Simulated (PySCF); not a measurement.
## Sb²⁺: ionisation energy

Sb²⁺ [Kr] 4d10 5s2 5p1 (2P) → Sb³⁺ [Kr] 4d10 5s2 (1S), as a difference of total energies. Calculation: PySCF 2.14, in aug-cc-pVQZ-PP with ECP28MDF (7s7p5d3f2g, 92 functions); a scalar-relativistic core potential. Correlated levels: valence: 4s2 4p6 4d10 frozen. The calculations carry no spin-orbit coupling.

```csv
method,ionisation energy (eV),difference from reference (eV)
UHF,24.147,-1.176
LDA,24.925,-0.398
PBE,24.703,-0.620
PBE0,24.739,-0.584
r2SCAN,24.881,-0.442
LC-wPBE,24.872,-0.451
TPSSh,24.682,-0.641
B2PLYP,24.631,-0.692
MP2 (valence),24.402,-0.921
SCS-MP2 (valence),24.396,-0.927
```

Reference: 25.323 eV (measured; NIST Atomic Spectra Database, ionization energies).

The reference lies between the lowest fine-structure levels, while these numbers refer to the centres of the terms.

Errors of the correlated levels include the incompleteness of this basis and the frozen core.
